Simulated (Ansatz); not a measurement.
Basis sets compared for the cluster B₈H₁₄. Total charge 0; singlet. Geometry r2SCAN-D4/def2-SVP. Ansatz on 4 threads of Arm Neoverse V1 on a shared host; times are rough, and most runs start from earlier orbitals.

```xyz
22

B     1.209    0.769    0.200
B     1.555   -0.841   -0.748
B    -1.464    0.423    1.196
B     0.223    0.257   -1.166
B    -0.506    1.337    0.070
B    -1.349   -0.162   -0.496
B     0.167    1.017    1.640
B    -0.177   -1.472   -1.218
H    -0.885   -2.120   -0.461
H    -0.590    0.020    2.140
H     2.354   -0.897   -1.642
H    -1.602   -0.774    0.742
H     0.883   -1.988   -0.579
H    -2.396   -0.189   -1.080
H     2.176    1.476    0.165
H    -0.818    2.445   -0.264
H     0.362    1.811    2.514
H    -2.466    0.782    1.745
H    -0.265   -1.853   -2.354
H     0.334    0.762   -2.248
H     2.071   -1.042    0.342
H     1.185    0.240    1.501
```

The structure comes from a short search, and lower isomers may exist.

Binding counts from free atoms (B doublet, H doublet) in the same basis, without a counterpoise term.

| level | functions | energy (Eh) | HOMO (eV) | LUMO (eV) | binding per atom (eV) | wall time |
| --- | --- | --- | --- | --- | --- | --- |
| PBE-D4/def2-SVP | 182 | -206.7347 | -7.20 | -2.35 | 3.84 | 3.5 s |
| PBE0-D4/def2-SVP | 182 | -206.8089 | -8.25 | -1.52 | 3.82 | 4.2 s |

(1) Estimate the rows for PBE-D4/def2-TZVP (with forces), PBE0-D4/def2-TZVP.

Answers

(1) 
| level | functions | energy (Eh) | HOMO (eV) | LUMO (eV) | binding per atom (eV) | wall time |
| --- | --- | --- | --- | --- | --- | --- |
| PBE-D4/def2-TZVP (with forces) | 332 | -206.9501 | -7.25 | -2.42 | 3.80 | 8.5 s |
| PBE0-D4/def2-TZVP | 332 | -207.0155 | -8.26 | -1.56 | 3.78 | 11 s |
